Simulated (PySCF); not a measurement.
Telling isomers of C8H9F apart by NMR

PySCF 2.14.0 with density-fitted response routines calculation with PBE0/pcSseg-1 with gauge-including orbitals and geometry: GFN2-xTB; rapidly exchanging positions averaged, one conformer, non-relativistic Hamiltonian, no solvent model.

References, each an isolated molecule treated in the same way: 1H (31.72 ppm) and 13C (186.93 ppm) vs TMS. Splittings of carbon signals by F and P are missing where no couplings were computed. Where no couplings were computed, multiplicities follow the n + 1 count of equivalent neighbours, and m marks all less simple cases (inequivalent or close neighbours, rings, F or P nearby). Shifts are as computed. Against solution values, carbons near 30 ppm lie about +3 ppm off and those near 130 ppm about +5 ppm (rms about the fit 2.1 ppm; single classes can miss by 10 ppm). Of 1328 compounds with measured shifts, 309 miss one by over three times the rms of a fit or turn the order of signals round; such compounds aren't used in these exercises. Signals without a measured value on file couldn't be tested in this way; 1H shifts scatter by 0.2 ppm about their fit, and single ones miss by 0.5 ppm.

(1) Tabulate the signals of `FCC1=CC=CC12CC2`, `C=C[C@@H]1C=C[C@@H]2C[C@]12F`, `C=C1C=C(F)/C1=C\CC` and their relative energies.

(2) What is the quickest way to tell C=C[C@@H]1C=C[C@@H]2C[C@]12F from C=C1C=C(F)/C1=C\CC?

(3) What is the quickest way to tell FCC1=CC=CC12CC2 from C=C[C@@H]1C=C[C@@H]2C[C@]12F?

(4) What is the quickest way to tell FCC1=CC=CC12CC2 from C=C1C=C(F)/C1=C\CC?

## Answers

(1) 
```json
{"SMILES": "FCC1=CC=CC12CC2", "carbon types": "2×C 3×CH 3×CH2", "δC": "152.1, 151.9, 138.9, 134.9, 81.3, 41.6, 17.1", "δH": "6.80 (m, 1H), 6.73 (m, 1H), 6.47 (d, 1H), 5.38 (m, 2H), 1.86 (m, 2H), 1.61 (m, 2H)", "E rel. (kcal/mol)": "0.0"}
{"SMILES": "C=C[C@@H]1C=C[C@@H]2C[C@]12F", "carbon types": "1×C 5×CH 2×CH2", "δC": "147.2, 143.6, 141.1, 124.1, 90.1, 61.6, 33.1, 22.7", "δH": "6.22 (m, 1H), 5.83 (m, 1H), 5.62 (m, 1H), 5.49 (m, 1H), 5.36 (m, 1H), 4.03 (m, 1H), 2.29 (m, 1H), 1.45 (m, 1H), 0.32 (m, 1H)", "E rel. (kcal/mol)": "10.8"}
{"SMILES": "C=C1C=C(F)/C1=C\\CC", "carbon types": "3×C 2×CH 2×CH2 1×CH3", "δC": "177.3, 146.3, 143.5, 128.5, 124.7, 99.4, 27.8, 17.4", "δH": "6.05 (m, 1H), 5.60 (m, 1H), 5.08 (m, 1H), 5.04 (m, 1H), 2.39 (m, 2H), 1.12 (t, 3H)", "E rel. (kcal/mol)": "21.7"}
```

Energies are electronic energies at PBE0/pcSseg-1 on these geometries, without zero-point or thermal terms, each for the one conformer computed, which needn't be the lowest.

(2) Both give the same number of carbon signals, but DEPT or the intensities differ. The first has an allylic sp3 CH at 61.6 ppm, the second a fully substituted alkene carbon (C) at 177.3 ppm. Their most deshielded carbons lie at 147.2 and 177.3 ppm.

(3) Count the carbon signals: 7 against 8. The first has a fully substituted alkene carbon (C) at 152.1 ppm, the second an allylic sp3 CH at 61.6 ppm. Their most deshielded carbons lie at 152.1 and 147.2 ppm. In the proton spectra the most deshielded non-exchanging signals are 6.80 (m, 1H) and 6.22 (m, 1H).

(4) Count the carbon signals: 7 against 8. The first has a three-membered-ring carbon (C) at 41.6 ppm, the second a methyl carbon (CH3) at 17.4 ppm. Their most deshielded carbons lie at 152.1 and 177.3 ppm. In the proton spectra the most deshielded non-exchanging signals are 6.80 (m, 1H) and 6.05 (m, 1H).
